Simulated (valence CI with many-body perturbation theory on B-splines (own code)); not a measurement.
# Level structure of Ta LXVIII

Calculated by configuration interaction combined with many-body perturbation theory (CI+MBPT): four valence electrons over a frozen Dirac-Fock core [He], radial functions for each j: 9 s, 9 p, 8 d, 6 f, 3 g, 1 h, with the one-electron correlation potential Σ1 (screened to all orders), the two-electron term Σ2, the three-electron term Σ3, Breit, model QED; selected single and double excitations, second order for the rest, scaled by the run's own slope (own B-spline code, finite nucleus).

The last digits are not significant, and no measured levels were compared; by estimate large intervals hold to a few tenths of a per cent, small ones and those within an open d or f shell to about a per cent.

Levels 1 to 40 of 40, with energies above the lowest level, (2s^2 2p1/2^2) J=0. "Leading %" is the weight of the configuration and term that name the level; weights of strongly mixed levels are sums over their largest components and can fall short, so below about 35 % the name and the second component can differ from the true leading terms, or belong to a minority configuration. In the jj column 3d3/2^4 stands for four electrons in 3d with j = 3/2.

```
No.  Configuration  Term  J  E (Ry)  Leading %      g                Leading jj
  1        2s2.2p2    3P  0    0.00         68             2s^2 2p1/2^2 (100 %)
  2        2s2.2p2    3P  1   97.39        100  1.469  2s^2 2p1/2 2p3/2 (100 %)
  3        2s2.2p2    1D  2   98.72         65  1.135  2s^2 2p1/2 2p3/2 (100 %)
  4         2s.2p3   3P°  2  119.10         48  1.494  2s 2p1/2^2 2p3/2 (100 %)
  5         2s.2p3   3D°  1  125.47         31  1.111  2s 2p1/2^2 2p3/2 (100 %)
  6        2s2.2p2    3P  2  197.82         65  1.292       2s^2 2p3/2^2 (99 %)
  7        2s2.2p2    1S  0  202.36         68              2s^2 2p3/2^2 (99 %)
  8         2s.2p3   5S°  2  214.41         50  1.547  2s 2p1/2 2p3/2^2 (100 %)
  9         2s.2p3   3D°  3  217.66        100  1.294  2s 2p1/2 2p3/2^2 (100 %)
 10         2s.2p3   3P°  0  222.18        100         2s 2p1/2 2p3/2^2 (100 %)
 11         2s.2p3   3S°  1  223.82         53  1.299  2s 2p1/2 2p3/2^2 (100 %)
 12         2s.2p3   1D°  2  224.50         74  1.046  2s 2p1/2 2p3/2^2 (100 %)
 13         2s.2p3   3P°  1  224.82         63  1.295  2s 2p1/2 2p3/2^2 (100 %)
 14            2p4    3P  2  247.48         67  1.306    2p1/2^2 2p3/2^2 (99 %)
 15            2p4    1S  0  252.23         64           2p1/2^2 2p3/2^2 (99 %)
 16         2s.2p3   3P°  2  319.26         51  1.434        2s 2p3/2^3 (100 %)
 17         2s.2p3   1P°  1  325.50         36  1.155        2s 2p3/2^3 (100 %)
 18            2p4    3P  1  346.02        100  1.469     2p1/2 2p3/2^3 (100 %)
 19            2p4    1D  2  347.37         68  1.122     2p1/2 2p3/2^3 (100 %)
 20            2p4    3P  0  448.50         65                  2p3/2^4 (100 %)
 21      2s2.2p.3s   3P°  0  740.77        100            2s^2 2p1/2 3s (100 %)
 22      2s2.2p.3s   3P°  1  741.04         67  1.302     2s^2 2p1/2 3s (100 %)
 23      2s2.2p.3p    3D  1  747.17         74  0.634  2s^2 2p1/2 3p1/2 (100 %)
 24      2s2.2p.3p    3P  0  750.65         67          2s^2 2p1/2 3p1/2 (99 %)
 25      2s.2p2.3s    5P  1  760.57         41  2.002      2s 2p1/2^2 3s (99 %)
 26      2s.2p2.3s    3P  0  763.38         68             2s 2p1/2^2 3s (99 %)
 27      2s.2p2.3p   3P°  1  767.58         33  1.340   2s 2p1/2^2 3p1/2 (99 %)
 28      2s.2p2.3p   3P°  0  767.64         52          2s 2p1/2^2 3p1/2 (99 %)
 29      2s2.2p.3p    3D  2  777.60         52  1.145  2s^2 2p1/2 3p3/2 (100 %)
 30      2s2.2p.3p    3P  1  777.69         48  1.498   2s^2 2p1/2 3p3/2 (99 %)
 31      2s2.2p.3d   3F°  2  782.33         75  0.742  2s^2 2p1/2 3d3/2 (100 %)
 32      2s2.2p.3d   3D°  1  784.27         50  0.827   2s^2 2p1/2 3d3/2 (99 %)
 33      2s2.2p.3d   3P°  2  790.98         47  1.283   2s^2 2p1/2 3d5/2 (98 %)
 34      2s2.2p.3d   3F°  3  791.29         46  1.093  2s^2 2p1/2 3d5/2 (100 %)
 35      2s.2p2.3p   3P°  2  797.63         36  1.495   2s 2p1/2^2 3p3/2 (98 %)
 36      2s.2p2.3p   3D°  1  798.00         31  1.137   2s 2p1/2^2 3p3/2 (99 %)
 37      2s.2p2.3d    3D  1  802.30         47  0.470  2s 2p1/2^2 3d3/2 (100 %)
 38      2s.2p2.3d    3D  2  802.74         31  1.110   2s 2p1/2^2 3d3/2 (99 %)
 39      2s.2p2.3d    3D  3  810.71         38  1.328  2s 2p1/2^2 3d5/2 (100 %)
 40      2s.2p2.3d    3F  2  812.00         27  1.031   2s 2p1/2^2 3d5/2 (99 %)
```

The ionisation energy to 2s2.2p 2P°_1/2 of the next ion comes out as 17845 eV (NIST: 17840 ± 40 eV (theoretical)). All 40 levels together are meant to be complete up to 813.63 Ry.
